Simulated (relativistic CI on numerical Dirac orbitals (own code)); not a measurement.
# Radial parameters of Pt51+

Computed by Dirac-Coulomb-Breit CI, orbitals from a KLI potential per configuration, QED by a radiative potential, unscaled Slater integrals (own radial code, finite nucleus).

Slater integrals F^k, G^k are unscaled and averaged over j, outside the closed core [Ne]; ζ comes from projecting the Hamiltonian with its Breit term on Σ l·s of the shell.

- 3s2 3p6 3d9: ζ(3d) = 277230 cm⁻¹; <r>(3d) = 0.1636, <r^2>(3d) = 0.03109 (bohr units).
- 3s2 3p5 3d10: ζ(3p) = 2.1599e+06 cm⁻¹; <r>(3p) = 0.1813, <r^2>(3p) = 0.03814 (bohr units).
- 3s2 3p6 3d8 4s: F^2(3d,3d) = 626390, F^4(3d,3d) = 404160, ζ(3d) = 281030, G^2(3d,4s) = 66327 cm⁻¹; <r>(3d) = 0.1627, <r^2>(3d) = 0.03073, <r>(4s) = 0.3553, <r^2>(4s) = 0.1422 (bohr units).

(1) Give the Racah parameters of the d shell in 3s2 3p6 3d8 4s.

Averages of the first 10 configurations, taken without configuration mixing, which lowers the lowest level and can move excited configurations by several eV; other configurations of the list can lie among them:

| Configuration | Parity | States | Average energy above the lowest level (eV) |
| --- | --- | --- | --- |
| 3s2 3p6 3d9 | even | 10 | 34.7 |
| 3s2 3p5 3d10 | odd | 6 | 633.2 |
| 3s 3p6 3d10 | even | 2 | 1161.2 |
| 3s2 3p6 3d8 4s | even | 90 | 1923.5 |
| 3s2 3p6 3d8 4p | odd | 270 | 2122.6 |
| 3s2 3p4 3d10 4s | even | 30 | 3109.6 |
| 3s2 3p6 3d8 4d | even | 450 | 2345.3 |
| 3s2 3p4 3d10 4p | odd | 90 | 3309.3 |
| 3s2 3p5 3d9 4s | odd | 120 | 2512.2 |
| 3s2 3p6 3d8 4f | odd | 630 | 2526.4 |

Answers

(1) B = F²/49 − 5F⁴/441 = 8201 cm⁻¹ and C = 35F⁴/441 = 32076 cm⁻¹.
